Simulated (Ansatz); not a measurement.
Program: Ansatz. Geometries: PBE0-D4/def2-TZVP. ΔE: electronic, gas phase. CBS: MP2 limit from def2 TZ/QZ plus the TZ coupled-cluster correction, frozen cores. This one scheme is used for every species. Functionals use def2-TZVPP. HSE06 is defined as in plane-wave codes. For Ge outer-core shells are correlated without core-valence functions, which leaves a few kJ/mol of doubt a bond. Scalar relativity is left out up to krypton. Each species was taken in one conformer, which may not be the lowest.

Consider the ligand exchange at a Ge–C bond: `C#[C][Ge]([F])([Cl])[Cl]` + `N=C=O` → `O=C=[N][Ge]([F])([Cl])[Cl]` + `C#C`.

```
             level  ΔE (kJ/mol)  difference from CCSD(T)/CBS
            PBE-D4        -19.9                          7.9
        r2SCANh-D4        -26.6                          1.2
        r2SCAN0-D4        -28.5                         -0.7
          HSE06-D4        -24.7                          3.1
           ωB97M-V        -27.7                          0.1
               PBE        -18.5                          9.3
           r2SCANh        -26.1                          1.7
           LC-ωPBE        -26.9                          0.9
       HF/def2-SVP        -38.0                        -10.2
     HF/def2-TZVPP        -39.9                        -12.1
    MP2/def2-TZVPP        -26.5                          1.3
CCSD(T)/def2-TZVPP        -26.9                          0.9
    MP2/def2-QZVPP        -27.3                          0.5
      HF/CBS(def2)        -41.3                        -13.5
     MP2/CBS(def2)        -27.3                          0.5
    CCSD/CBS(def2)        -29.5                         -1.7
       CCSD(T)/CBS        -27.8                            0
```

Largest T1 diagnostic among the species: 0.018.

Leaving LDA and LC-ωPBE aside and taking each functional with its dispersion term where it has one, the values, not all of them listed here, spread over 12.7 kJ/mol, from BHLYP-D4 to PBE-D4. At CCSD(T), def2-SVP lies −3.7 kJ/mol from the extrapolated value and def2-TZVPP +0.8 kJ/mol.

CCSD(T)/CBS has its own doubt, a few kJ/mol and more with outer-core shells, so smaller differences from it don't rank the levels.
